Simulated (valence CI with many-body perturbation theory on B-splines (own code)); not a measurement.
# E1 transitions of Pb LXX

Level of theory: relativistic CI+MBPT: three valence electrons over a frozen Dirac-Fock core [Ne], a basis of 11 s, 11 p, 10 d, 8 f, 5 g, 2 h functions for each j, with the one-electron correlation potential Σ1, the two-electron term Σ2, the three-electron term Σ3, Breit, model QED; selected CI, second order for the rest, scaled by the run's own slope (own B-spline code, finite nucleus).

No measured spectrum was set against this ion. As an estimate, large intervals hold to a few tenths of a per cent, small ones and those within an open d or f shell to about a per cent.

Lines 51 to 100 of 584 in falling wavelength, among levels below 4235.0 eV, chosen from the strongest by gf and those to the six lowest levels. Wavelengths and rates use the calculated energies. Electric multipoles are in the length gauge, E1 and E2 with the static RPA response of the core. Weak lines are less certain than strong ones. Lines between different terms over intervals too small for the method are left out, as are lines whose strength nearly cancels. The highest levels of a list are the least certain.

Levels are named by their leading jj configuration (3d3/2^4 stands for four electrons in 3d with j = 3/2), which in mixed levels can hold well under half, so a name can repeat and another be missing. Letters in brackets count levels of one name in rising energy.

```csv
λ vac (nm),Upper,Lower,A (s⁻¹),log gf,Branch %
4.622,(3s^2 3d3/2) J=3/2,(3s^2 3p3/2) J=3/2,1.23e+08,-3.80,0.0
4.429,(3d3/2 3d5/2^2) J=11/2,(3p3/2 3d5/2^2) J=11/2,3.46e+10,-0.91,0.9
4.419,(3s 3p1/2 3d3/2) J=3/2 [c],(3s 3p1/2 3p3/2) J=5/2,6.35e+09,-2.13,0.1
4.249,(3s 3p1/2 3d3/2) J=1/2,(3s 3p1/2 3p3/2) J=3/2 [a],7.17e+09,-2.41,0.1
4.110,(3s 3p1/2 3d3/2) J=3/2 [c],(3s 3p1/2 3p3/2) J=3/2 [a],2.25e+09,-2.64,0.0
3.761,(3p3/2 3d5/2^2) J=5/2 [a],(3p3/2^2 3d5/2) J=3/2,1.00e+11,-0.89,2.0
3.744,(3s^2 4p3/2) J=3/2,(3s^2 4s) J=1/2,1.14e+12,-0.02,6.1
3.595,(3s 3p3/2 3d5/2) J=3/2 [a],(3s 3p3/2^2) J=3/2,1.30e+11,-1.00,9.2
3.576,(3d5/2^3) J=3/2,(3p3/2 3d5/2^2) J=3/2 [b],2.68e+11,-0.69,18.3
3.566,(3d5/2^3) J=9/2,(3p3/2 3d5/2^2) J=7/2 [b],5.55e+11,0.02,45.5
3.557,(3s 3d5/2^2) J=5/2,(3s 3p3/2 3d5/2) J=3/2 [b],1.08e+11,-0.91,9.2
3.549,(3s 3p1/2 3d5/2) J=5/2 [a],(3s 3p1/2 3p3/2) J=3/2 [b],2.44e+09,-2.56,0.5
3.528,(3d3/2 3d5/2^2) J=7/2 [a],(3p3/2 3d3/2 3d5/2) J=5/2 [c],2.00e+11,-0.52,4.3
3.504,(3s 3d5/2^2) J=9/2,(3s 3p3/2 3d5/2) J=7/2 [b],1.35e+11,-0.61,13.3
3.493,(3d3/2 3d5/2^2) J=5/2 [a],(3p3/2 3d3/2 3d5/2) J=3/2 [c],1.08e+11,-0.93,2.1
3.486,(3s 3d5/2^2) J=7/2,(3s 3p3/2 3d5/2) J=5/2 [b],5.46e+11,-0.10,42.6
3.454,(3d3/2 3d5/2^2) J=9/2,(3p3/2 3d3/2 3d5/2) J=7/2 [c],4.49e+11,-0.10,10.3
3.447,(3d5/2^3) J=5/2,(3p3/2 3d5/2^2) J=3/2 [b],4.41e+11,-0.33,28.7
3.445,(3d3/2 3d5/2^2) J=7/2 [b],(3p3/2 3d3/2 3d5/2) J=5/2 [d],2.49e+11,-0.45,5.6
3.424,(3d3/2 3d5/2^2) J=11/2,(3p3/2 3d3/2 3d5/2) J=9/2 [b],5.90e+11,0.10,15.3
3.421,(3s 3d5/2^2) J=3/2,(3s 3p3/2 3d5/2) J=5/2 [b],1.28e+11,-1.05,8.6
3.420,(3s 3d3/2 3d5/2) J=3/2 [b],(3s 3p3/2 3d3/2) J=1/2 [b],1.31e+11,-1.04,1.7
3.416,(3s 3d3/2 3d5/2) J=5/2 [b],(3s 3p3/2 3d3/2) J=5/2 [b],1.10e+11,-0.94,1.4
3.415,(3s 3d3/2 3d5/2) J=7/2 [b],(3s 3p3/2 3d3/2) J=5/2 [b],3.43e+11,-0.32,6.5
3.412,(3p3/2 3d5/2^2) J=11/2,(3p3/2^2 3d5/2) J=9/2,2.57e+11,-0.27,5.9
3.411,(3d5/2^3) J=3/2,(3p3/2 3d5/2^2) J=5/2 [b],1.44e+11,-1.00,9.8
3.409,(3d5/2^3) J=3/2,(3p3/2 3d5/2^2) J=3/2 [a],1.96e+11,-0.87,13.3
3.406,(3p1/2 3d5/2^2) J=5/2,(3p1/2 3p3/2 3d5/2) J=3/2 [b],1.44e+11,-0.82,16.8
3.406,(3p1/2 3d5/2^2) J=7/2,(3p1/2 3p3/2 3d5/2) J=5/2 [b],5.24e+11,-0.14,58.7
3.400,(3s 3d5/2^2) J=3/2,(3s 3p3/2 3d5/2) J=3/2 [b],2.18e+11,-0.82,14.6
3.398,(3p1/2 3d3/2 3d5/2) J=7/2 [a],(3p1/2 3p3/2 3d3/2) J=7/2,6.45e+10,-1.05,14.2
3.394,(3p1/2 3d5/2^2) J=3/2,(3p1/2 3p3/2 3d5/2) J=1/2,1.56e+11,-0.97,15.9
3.390,(3d3/2 3d5/2^2) J=5/2 [a],(3p3/2 3d3/2 3d5/2) J=3/2 [b],3.91e+11,-0.39,7.6
3.384,(3p3/2 3d5/2^2) J=7/2 [b],(3p3/2^2 3d5/2) J=5/2 [b],8.94e+11,0.09,15.6
3.380,(3p3/2 3d3/2 3d5/2) J=7/2 [b],(3p3/2^2 3d3/2) J=7/2,2.04e+11,-0.55,2.5
3.378,(3d3/2 3d5/2^2) J=5/2 [b],(3p3/2 3d3/2 3d5/2) J=3/2 [c],2.23e+11,-0.64,4.9
3.357,(3p1/2 3p3/2 3d5/2) J=3/2 [a],(3p1/2 3p3/2^2) J=3/2,1.98e+11,-0.87,5.4
3.354,(3d3/2^2 3d5/2) J=5/2 [a],(3p3/2 3d3/2^2) J=5/2,1.33e+11,-0.87,1.6
3.354,(3d3/2 3d5/2^2) J=5/2 [a],(3p3/2 3d3/2 3d5/2) J=5/2 [c],1.22e+11,-0.91,2.4
3.351,(3s 3p1/2 3d5/2) J=3/2,(3s 3p1/2 3p3/2) J=1/2,3.26e+11,-0.66,32.4
3.336,(3s 3p1/2 3d5/2) J=5/2 [a],(3s 3p1/2 3p3/2) J=5/2,1.39e+10,-1.86,3.1
3.331,(3p3/2 3d3/2 3d5/2) J=3/2 [a],(3p3/2^2 3d3/2) J=3/2 [a],1.54e+11,-0.99,1.7
3.328,(3d3/2 3d5/2^2) J=9/2,(3p3/2 3d3/2 3d5/2) J=7/2 [b],5.77e+10,-1.02,1.3
3.327,(3p3/2 3d3/2 3d5/2) J=5/2 [b],(3p3/2^2 3d3/2) J=3/2 [a],2.75e+11,-0.56,3.1
3.326,(3p1/2 3d5/2^2) J=9/2,(3p1/2 3p3/2 3d5/2) J=7/2 [b],3.71e+11,-0.21,54.0
3.323,(3s 3d3/2 3d5/2) J=1/2,(3s 3p3/2 3d3/2) J=1/2 [b],3.74e+11,-0.91,4.4
3.320,(3d3/2 3d5/2^2) J=7/2 [a],(3p3/2 3d3/2 3d5/2) J=5/2 [b],1.90e+11,-0.60,4.1
3.315,(3p3/2 3d5/2^2) J=5/2 [b],(3p3/2^2 3d5/2) J=3/2,2.94e+11,-0.54,5.1
3.309,(3p3/2 3d3/2 3d5/2) J=3/2 [c],(3p3/2^2 3d3/2) J=3/2 [b],2.82e+11,-0.73,3.1
3.298,(3s 3d3/2 3d5/2) J=5/2 [b],(3s 3p3/2 3d3/2) J=3/2 [b],2.37e+11,-0.64,3.1
```
